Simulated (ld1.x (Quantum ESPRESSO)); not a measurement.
# Configuration tests for molybdenum (Mo) (PAW)

Mo (Z = 42), PAW, made with ld1.x (Quantum ESPRESSO) 7.5 (LDA (PZ), scalar-relativistic). Core [Ar] 3d10 4s2, reference 4p6 4d5 5s1 5p0. Waves: 5s (bound): rcut 2.15, rcutus 2.75 bohr; 5s channel at 0.6 Ry: rcut 2.15, rcutus 2.75 bohr; 4p (bound): rcut 2.05, rcutus 2.65 bohr; 5p (bound, empty): rcut 2.05, rcutus 2.65 bohr; 4d (bound): rcut 1.45, rcutus 1.60 bohr; 4d channel at 2.3 Ry: rcut 1.45, rcutus 1.60 bohr. Local part: all-electron potential smoothed inside 2.45 bohr (lloc = -1). Core correction: Bessel-smoothed model core inside 0.95 bohr. Augmentation charge: BG, radius 1.35 bohr.

Energies are relative to the spin-unpolarised reference configuration 4p6 4d5 5s1 5p0; without spin polarisation the order of configurations can differ from experiment. Spin-polarised rows fill each open shell by Hund’s rule, majority spin first.

```
           valence configuration  charge  ΔE all-electron (eV)  error AE − PS (meV)
                 4p6 4d5 5s0 5p0      +1                 7.186                 +3.1
                 4p6 4d3 5s0 5p0      +3                49.850                  -49
                 4p6 4d4 5s1 5p0      +1                 8.262                 -2.9
                 4p6 4d6 5s0 5p0       0                 0.822                 -1.0
                 4p6 4d4 5s2 5p0       0                 0.139                 +6.0
             4p6 4d5.5 5s0.5 5p0       0                 0.310                 -0.6
4p6 4d5 5s1 5p0 (spin-polarised)       0                -3.924                 -8.7
4p6 4d5 5s0 5p0 (spin-polarised)      +1                 3.795                 -6.0
```

Task: What are ΔE and the potential's error for 4p6 4d4 5s0 5p0?

Result: ΔE = 22.889 eV all-electron; the error (AE − PS) is +1.1 meV.
